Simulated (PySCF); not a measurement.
CH7NOSi3, SMILES [SiH2]1C([SiH3])=N[Si@@H]1O.

Geometry optimised at TPSSh-D3(BJ)/def2-SVP. The structure was generated by enumeration; whether it is a known compound was not checked. One conformer was computed; it need not be the lowest.

Level of theory: TDA-PBE0/def2-SVPD (PySCF).

Vertical excitations. 

```
state  energy (eV)  λ (nm)      f                                              main pairs
-----  -----------  ------  -----  ------------------------------------------------------
S1            3.13     397  0.000                                          HOMO→LUMO 99 %
S2            4.77     260  0.001                                        HOMO−1→LUMO 92 %
S3            4.93     251  0.021                                        HOMO→LUMO+1 90 %
S4            5.08     244  0.001                                        HOMO→LUMO+2 95 %
S5            5.48     226  0.005                                        HOMO→LUMO+3 95 %
S6            6.02     206  0.022                                        HOMO→LUMO+4 92 %
S7            6.31     196  0.055                                      HOMO−1→LUMO+1 85 %
S8            6.48     191  0.014  HOMO→LUMO+6 55 %, HOMO−3→LUMO 18 %, HOMO−1→LUMO+2 16 %
S9            6.54     190  0.081    HOMO→LUMO+5 51 %, HOMO→LUMO+7 20 %, HOMO−3→LUMO 10 %
S10           6.60     188  0.011  HOMO−3→LUMO 51 %, HOMO→LUMO+5 17 %, HOMO−1→LUMO+2 15 %
T1            2.36     524      0                                          HOMO→LUMO 97 %
T2            4.41     281      0                      HOMO−1→LUMO 59 %, HOMO−2→LUMO 25 %
T3            4.57     271      0    HOMO−2→LUMO 45 %, HOMO→LUMO+1 24 %, HOMO−1→LUMO 17 %
T4            4.71     263      0                      HOMO→LUMO+1 67 %, HOMO−1→LUMO 15 %
```
Triplets are in the Tamm–Dancoff approximation.
